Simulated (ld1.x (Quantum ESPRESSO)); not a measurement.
# Transferability test, TM potential for Zr (Z = 40)

Zr (Z = 40), norm-conserving Troullier–Martins (Kleinman–Bylander form), made with ld1.x (Quantum ESPRESSO) 7.5 (Wu–Cohen, scalar-relativistic). Core [Ar] 3d10 4s2, reference 4p6 4d2 5s1.75 5p0 (charge +0.25). Waves: 5s (bound): rc 2.45 bohr; 4p (bound): rc 1.85 bohr; 4d (bound): rc 2.10 bohr. Local part: the d channel. Core correction: Bessel-smoothed model core, default radius (core density twice the valence density).

Energies are relative to the spin-unpolarised reference configuration 4p6 4d2 5s1.75 5p0; without spin polarisation the order of configurations can differ from experiment. The frozen-core shift is the all-electron ΔE with the core orbitals held at their reference shape minus the fully relaxed ΔE.

```tsv
valence configuration	charge	ΔE all-electron (eV)	error AE − PS (meV)	frozen-core shift (meV)
4p6 4d2 5s2 5p0	0	-1.283	+0.2	-0.2
4p6 4d2 5s1 5p0	+1	5.899	-1.9	+0.9
4p6 4d1 5s0 5p0	+3	41.347	+9.6	+31
4p6 4d3 5s0 5p0	+1	6.256	-43	+9.9
4p5 4d2 5s2 5p0	+1	36.692	-130	+64
```

(1) What are ΔE and the potential's error for 4p6 4d2 5s0 5p2?

(2) What are ΔE and the potential's error for 4p6 4d2 5s0 5p0?

Levels in the configuration 4p6 4d3 5s0 5p0:

| level | all-electron (eV) | pseudo (eV) |
| --- | --- | --- |
| 4p | -36.530 | -36.433 |
| 4d | -8.116 | -8.098 |

Note: ghost state, extra bound levels that the all-electron valence spectrum of the same l lacks: s at -47.7 eV. A true bound ghost makes a file unfit for plane-wave use.

Answers

(1) ΔE = 5.021 eV all-electron; the error (AE − PS) is -4.7 meV.

(2) ΔE = 18.767 eV all-electron; the error (AE − PS) is -16 meV.

A variational frozen-core shift is positive and of second order in the change. This column holds negative values, so the frozen-core run of ld1.x carries numerical noise or an error of first order here, and the column gives no more than the rough size of the effect.
